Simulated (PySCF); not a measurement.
# From computed data to an observable: dipole moment from atomic charges

CH₅GaO₂, SMILES C[O][GaH][OH]. Atoms are numbered in the order given.

```xyz
9

Ga    -0.3709     0.5685     0.0000
H     -1.6279     1.4908     0.0000
O      1.3664     1.0615     0.0000
H      1.4728     2.0301     0.0000
O     -0.5828    -1.2121     0.0000
C      0.4995    -2.1239     0.0000
H      0.4443    -2.7820     0.8971
H      0.4443    -2.7820    -0.8971
H      1.4982    -1.6315     0.0000
```

The structure is a stationary point at PBE-D3(BJ)/def2-SVP. The structure was generated by enumeration; whether it is a known compound was not checked. The values are those of a single conformer.

Charges (e) from PySCF with PBE/def2-TZVP:

```json
[
 {"atom": "Ga1", "IAO": "0.862", "Mulliken": "0.432"},
 {"atom": "H2", "IAO": "-0.120", "Mulliken": "-0.034"},
 {"atom": "O3", "IAO": "-0.729", "Mulliken": "-0.506"},
 {"atom": "H4", "IAO": "0.354", "Mulliken": "0.301"},
 {"atom": "O5", "IAO": "-0.562", "Mulliken": "-0.333"},
 {"atom": "C6", "IAO": "-0.205", "Mulliken": "-0.215"},
 {"atom": "H7", "IAO": "0.136", "Mulliken": "0.112"},
 {"atom": "H8", "IAO": "0.136", "Mulliken": "0.112"},
 {"atom": "H9", "IAO": "0.128", "Mulliken": "0.131"}
]
```

The dipole moment of the full density is 1.62 D.

Problem. What dipole moment does each set of point charges give, and which comes closer to that of the density?

Solution. 
μ = Σ q r, and 1 e Å = 4.8032 D.
IAO: Σ q r = (-0.061, 0.407, 0.000) e Å, |μ| = 1.98 D.
Mulliken: Σ q r = (0.030, 0.292, 0.000) e Å, |μ| = 1.41 D.
Mulliken comes closer in size. Point charges leave out the atoms' own dipoles (lone pairs, polarised bonds); fits to the potential absorb them, partitions of the density don't.
